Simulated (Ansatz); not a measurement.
Spectroscopic constants of BaRe, multiplicity 6 (lowest of 2S+1 = 2, 4, 6 at CCSD(T)/def2-TZVPP on PBE0 minima; our sources give no spin for the ground state, which may be another). No spin–orbit coupling. The T1 diagnostic near the minimum is 0.069, so single-reference values are doubtful.

Seven points along R, fitted to fifth degree in 1/R; most abundant isotopes. In def2 and cc sets the state is the lowest found near the PBE0 minimum, followed along R.

Codes used: Ansatz (Gaussian orbitals). Values without a source in brackets are computed. In def2 rows elements past Kr take small-core potentials, without spin–orbit coupling.

**Question.** What bond length and harmonic frequency does SVWN5/def2-TZVPP give?

**Answer.** r_e = 2.963 Å, ω_e = 122 cm⁻¹.

**Question.** What bond length and harmonic frequency does PBE/def2-TZVPP give?

**Answer.** r_e = 3.060 Å, ω_e = 112 cm⁻¹.

**Question.** What bond length and harmonic frequency does CAM-B3LYP/def2-TZVPP give?

**Answer.** r_e = 3.078 Å, ω_e = 109 cm⁻¹.

Doubts at one or more of the structures used: a spin-contaminated determinant (CAM-B3LYP/def2-TZVPP).

Ansatz is an electronic-structure program.
